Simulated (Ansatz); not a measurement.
## Ligand exchange: H2S + GaH(CH3)(SH) → H2S2 + GaH2(CH3)

Species: H2S (hydrogen sulfide) `S`, singlet; GaH(CH3)(SH), singlet; H2S2 `SS`, singlet; GaH2(CH3), singlet. The partners trade H for SH: S–H and Ga–SH bonds give way to S–SH and Ga–H.

Shapes, held fixed at every level: PBE0-D4/def2-TZVP. Flexible molecules stand in one conformer, not always the lowest. Programs: Ansatz 0.2.0. Electronic energies: no zero-point or thermal term.

| level | kind | ΔE (kJ/mol) | less CCSD(T)/def2-TZVPP |
| --- | --- | --- | --- |
| HF/def2-SVP | Hartree–Fock | +170.2 | +9.9 |
| r2SCAN-D4/def2-TZVPP | meta-GGA | +153.4 | -6.9 |
| BHLYP-D4/def2-TZVPP | global hybrid | +153.9 | -6.4 |
| r2SCAN0-D4/def2-TZVPP | global hybrid | +155.1 | -5.2 |
| B2PLYP/def2-TZVPP | double hybrid | +153.2 | -7.1 |
| MP2/def2-SVP | perturbation theory | +181.3 | +21.0 |
| CCSD(T)/def2-SVP | coupled cluster or CI | +176.0 | +15.7 |
| CCSD(T)/def2-TZVPP | coupled cluster or CI | +160.3 | 0.0 |

The highest level, CCSD(T)/def2-TZVPP, gives ΔE = +160.3 kJ/mol; the levels span +153.2 to +181.3. The column of differences is taken from that level and isn't an error. No measured value is set beside it here. Relativity is left out for Ga. Outer-core shells of Ga are correlated, in sets that cover them unevenly.
